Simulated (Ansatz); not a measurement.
`B[SiH]1C[SiH2][SiH2]1` → `[SiH3]C1B[SiH2][SiH2]1`  (isomerisation)

Isolated molecules relaxed with PBE0-D4/def2-TZVP in Ansatz; ΔE leaves out vibrations. CCSD(T)/CBS is the MP2 limit (def2-TZVPP, def2-QZVPP) plus CCSD(T) − MP2 in def2-TZVPP, frozen cores. DFT in def2-TZVPP. B3LYP here is the variant with VWN-RPA as its local correlation; programs differ in this.

```tsv
level	ΔE (kJ/mol)
PBE-D4	34.0
B3LYP-D4	12.1
CCSD/def2-TZVPP	3.1
HF/def2-QZVPP	-27.7
```

(1) What does CCSD(T)/CBS give? (An estimate is asked.)

Largest T1 diagnostic among the species: 0.015.

Answers

(1) Computed: +9.0 kJ/mol. The listed levels differ from it by 25.0, 3.1, -5.9, -36.7 kJ/mol.

In def2-TZVPP, CCSD(T) changes the Hartree–Fock value by +35.2 kJ/mol (the triples alone add +5.1 kJ/mol) and MP2 by +35.7 kJ/mol. From PBE to PBE0 (25 % exact exchange), in def2-TZVPP and without D4, ΔE moves by −8.3 kJ/mol.
